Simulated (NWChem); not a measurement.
Molecule: BI2F; SMILES FB(I)I

Computed with NWChem. Medium grid unless said otherwise, to which SCAN and Minnesota functionals are sensitive. All runs use the structure optimised with PBE0/def2-SVP. def2 effective core potentials on I; no spin-orbit coupling. Hybrids' shares of exact exchange are those that their runs print; pure functionals count as 0. The functionals differ in more than this share.

```csv
row,share of exact exchange,orbital gap (eV)
PBE/def2-SVP,0.00,4.03
BLYP/def2-SVP,0.00,4.03
B3LYP/def2-SVP,0.20,5.63
B97-2/def2-SVP,0.21,5.80
PBE0/def2-SVP,0.25,6.04
M06/def2-SVP,0.27,6.02
BHandHLYP/def2-SVP,0.50,withheld
```

Fit a straight line of the last column on the one before it, predict the withheld value, and compare with the run.


1. Means of the 6 shown rows: x = 0.155, y = 5.258. Slope Σ(x − x̄)(y − ȳ)/Σ(x − x̄)² = 0.5891/0.07535 = 7.819; intercept 4.046.
2. The shown rows scatter about the line by 0.075 (root mean square); the largest residual is -0.14, at M06/def2-SVP.
3. At x = 0.50 (BHandHLYP/def2-SVP; beyond the shown range) the line gives 7.96.
4. The run gives 8.05, +0.09 from the line, 1.2 times the scatter.
